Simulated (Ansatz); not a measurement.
A geometry relaxed with Ansatz (a program for electronic structure) with B3LYP-D3(BJ)/def2-TZVP, charge 0, multiplicity 1:

```xyz
12

C      2.8248    -0.6059     0.6094
C     -2.2763    -0.6929     0.0253
H     -0.2913    -1.2654     0.3908
C     -0.3678     0.8382    -0.0977
H     -1.0390     1.6484    -0.3619
H     -2.9735     0.0946    -0.2369
C      1.9503     0.1727     0.3284
H     -2.6909    -1.6764     0.2004
C      0.9478     1.1140    -0.0049
C     -0.9653    -0.4575     0.1269
H      1.2879     2.1258    -0.1952
H      3.5932    -1.2957     0.8576
```

Problem. Write the SMILES of this molecule.

Solution. `C#C/C=C\C=C`
